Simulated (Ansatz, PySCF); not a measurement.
Spin states of H4W (SMILES [WH4]), each relaxed with B3LYP-D3(BJ)/def2-TZVP.
State 1 (charge 0, multiplicity 3):
| atom | x (Å) | y (Å) | z (Å) |
|---|---|---|---|
| W | -0.0106 | 0.0059 | -0.0115 |
| H | 1.2237 | -0.2397 | 1.1469 |
| H | -1.2246 | 1.0094 | 0.6553 |
| H | -0.6927 | -1.5008 | -0.4479 |
| H | 0.6504 | 0.7550 | -1.3999 |
State 2 (charge 0, multiplicity 1):
```xyz
5

W     -0.011     0.006    -0.012
H      1.203    -0.341     1.139
H     -1.206     1.076     0.580
H     -0.626    -1.545    -0.382
H      0.586     0.833    -1.383
```

Singlets are restricted, other states unrestricted; no spin–orbit coupling, no relativity up to Kr; see below for the cores. The largest T1 diagnostic is 0.028.

Correlated levels freeze the inner cores; with def2 sets outer-core shells near the valence are correlated too. CBS(a, b) extrapolates the correlation energy as X⁻³ and adds the Hartree–Fock energy of set b.

Codes used: Ansatz (Gaussian orbitals); PySCF for the dispersion terms.  In def2 rows elements past Kr take small-core potentials, without spin–orbit coupling.

```
level                              energy of the multiplicity-1 state less that of the multiplicity-3 state (kJ/mol)
---------------------------------  ---------------------------------------------------------------------------------
PBE-D3(BJ)/def2-TZVPP                                                                                          134.9
BLYP-D3(BJ)/def2-TZVPP                                                                                         121.5
B3LYP/def2-TZVPP                                                                                               126.8
PBE0/def2-TZVPP                                                                                           (withheld)
B2PLYP-D3(BJ)/def2-TZVPP                                                                                  (withheld)
SCS-MP2/def2-TZVPP                                                                                             114.4
CCSD/def2-TZVPP                                                                                                127.8
CCSD(T)/def2-TZVPP                                                                                             117.8
CCSD(T)/CBS(def2-SVP, def2-TZVPP)                                                                              115.8
```

Task: Fill in the missing entries.

Result: 
- PBE0/def2-TZVPP, energy of the multiplicity-1 state less that of the multiplicity-3 state (kJ/mol): 148.0
- B2PLYP-D3(BJ)/def2-TZVPP, energy of the multiplicity-1 state less that of the multiplicity-3 state (kJ/mol): 131.2

Doubts at one or more of the structures used: a restricted determinant that unrestricted orbitals would lower (B2PLYP-D3(BJ)/def2-TZVPP, SCS-MP2/def2-TZVPP, CCSD/def2-TZVPP, CCSD(T)/def2-TZVPP, CCSD(T)/CBS(def2-SVP, def2-TZVPP)).

Ansatz is an electronic-structure program.
